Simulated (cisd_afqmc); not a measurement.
Input (AFQMC/CISD/def2-SVP; cisd_afqmc is a phaseless AFQMC code with CISD trial states that reads the integrals written by Ansatz):

Ansatz 0.2 input:
```python
import cisd_afqmc

open("ham.yaml", "w").write("""\
crystal:
  periodic: [false, false, false]
  atoms:
    - {symbol: Au, position_ang: [-0.00000000, -0.00000000, -0.38970877]}
    - {symbol: O, position_ang: [0.00000000, 0.00000000, 2.67694241]}
    - {symbol: C, position_ang: [0.00000000, 0.00000000, 1.56190893]}
basis:
  gaussian:
    orbitals: def2-SVP
total_charge: 1
magnetization: {spin_polarized: false}
correlation: {method: ccsd, electrons: outside_noble_gas, hamiltonian_folder: ham}
""")
rep = cisd_afqmc.ansatz("ham.yaml")
e_ccsd = rep["correlation"]["coupled_cluster"]["energy"]["hartree"]
out = cisd_afqmc.run("ham", e_ccsd, trial="CISD", walkers=100, populations=8, threads=8, dt=0.005, steps=40, early=36, settle=10, least=32,
    cut=5e-5, rank_cut=2e-4, target=0.0004, seconds=1500, seed=1, memory=17280, gpu=False)
```

Output:

```
orbitals 54, occupied [10], factors 329 of 600, rank of the doubles 205 of 440
E(HF) = -247.172804
E(CCSD) on the cut factors = -247.704731, shift to the whole factors -0.000004
Energy of the trial state on the determinant = -247.704759
  tau behind 10.8 of longer steps, mean of the populations' last blocks
   2.0  -247.72215
   4.0  -247.72253
   6.0  -247.72639
   8.0  -247.72556
  10.0  -247.72321
  12.0  -247.72274
  14.0  -247.72362
  16.0  -247.72401
  18.0  -247.72266
  20.0  -247.72240
  22.0  -247.72594
  24.0  -247.72173
  26.0  -247.72327
  28.0  -247.72332
  30.0  -247.72382
  32.0  -247.72199
  34.0  -247.71949
  36.0  -247.72446
  38.0  -247.72499
  40.0  -247.72049
  42.0  -247.72273
  44.0  -247.72504
  46.0  -247.72671
  48.0  -247.72391
  50.0  -247.72429
blocks 2076 (1 outliers left out), error by blocks joined: 1: 0.00021, 2: 0.00026, 4: 0.00030, 8: 0.00035, 16: 0.00040
E(AFQMC/CISD) = -247.72338 +/- 0.00040
```
